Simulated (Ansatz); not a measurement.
C$_{3}$H$_{11}$NSi, SMILES `CCN(C)[SiH3]`. Total charge 0; spin multiplicity 1.

```xyz
16

C     1.8058    0.2498   -0.6098
C     0.9323    0.1550    0.6333
N    -0.4872    0.0298    0.3748
C    -1.1222    1.2126   -0.1551
Si   -1.2383   -1.5080    0.2437
H     1.5481    1.1212   -1.2160
H     1.6936   -0.6403   -1.2342
H     2.8593    0.3400   -0.3328
H     1.2483   -0.7049    1.2327
H     1.0937    1.0437    1.2598
H    -0.8143    1.4579   -1.1810
H    -0.8929    2.0803    0.4763
H    -2.2075    1.0864   -0.1601
H    -0.6032   -2.4096    1.2417
H    -2.6905   -1.3373    0.5177
H    -1.1251   -2.1766   -1.0908
```

List the harmonic frequencies (cm⁻¹, unscaled) at PBE0-D4/def2-TZVP in Ansatz. (Estimate.)

Ansatz gave: 73, 109, 141, 204, 226, 275, 365, 432, 671, 692, 712, 795, 911, 930, 971, 977, 1055, 1091, 1115, 1146, 1238, 1265, 1367, 1383, 1402, 1452, 1474, 1476, 1485, 1499, 1514, 2159, 2215, 2222, 2993, 3002, 3041, 3048, 3068, 3108, 3122, 3127.

Is this a minimum?

Yes, all 42 modes are real.

Give the ideal-gas thermochemistry at 298.15 K and 1 bar (rigid rotor, harmonic oscillator; point group C1, symmetry number 1).

Zero-point energy 356.2 kJ/mol; H(298) − E = 379.5 kJ/mol; entropy 359.4 J/(mol·K), of which translation 164.9, rotation 111.9, vibration 82.6; G(298) − E = 272.4 kJ/mol. Modes under 100 cm⁻¹ are hindered rotations or soft bends, so the harmonic entropy is rough.

Rotational constants (cm⁻¹)?

0.1795, 0.09012, 0.07012.
